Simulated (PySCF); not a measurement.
Stepwise substitution at one centre (Ga CH3-OH). All species are isolated molecules in the gas phase. One relaxed conformer stands for each flexible species; it need not be the lowest. Strings in code marks are SMILES.

The HOMO–LUMO gap from two functionals at the same geometries (M06-2X/def2-TZVP), both in PySCF: PBE-D3(BJ)/def2-TZVP and B3LYP-D3(BJ)/def2-TZVP. B3LYP has the VWN-RPA correlation part, as in Gaussian. 

```csv
species,PBE-D3(BJ)/def2-TZVP (eV)
0 of 3 CH3 replaced by OH (`[CH3][Ga]([CH3])[CH3]`),4.83
1 of 3 CH3 replaced by OH,5.36
"2 of 3 CH3 replaced by OH (`[OH][Ga]([CH3])[OH]` (O–Ga–O–H torsion 180°, O–Ga–O–H torsion 0°))",5.66
3 of 3 CH3 replaced by OH (`[OH][Ga]([OH])[OH]`),5.32
```

Problem. What does B3LYP-D3(BJ)/def2-TZVP give for each?

Solution. 
- 0 of 3 CH3 replaced by OH (`[CH3][Ga]([CH3])[CH3]`): 6.35
- 1 of 3 CH3 replaced by OH: 6.91
- 2 of 3 CH3 replaced by OH (`[OH][Ga]([CH3])[OH]` (O–Ga–O–H torsion 180°, O–Ga–O–H torsion 0°)): 7.59
- 3 of 3 CH3 replaced by OH (`[OH][Ga]([OH])[OH]`): 7.34
Over these rows, drawn at random from the members with no instability flagged (it was tested for open shells, ions and some series alone), PBE minus B3LYP-D3(BJ): mean -1.76 eV, from -2.02 eV to -1.51 eV.
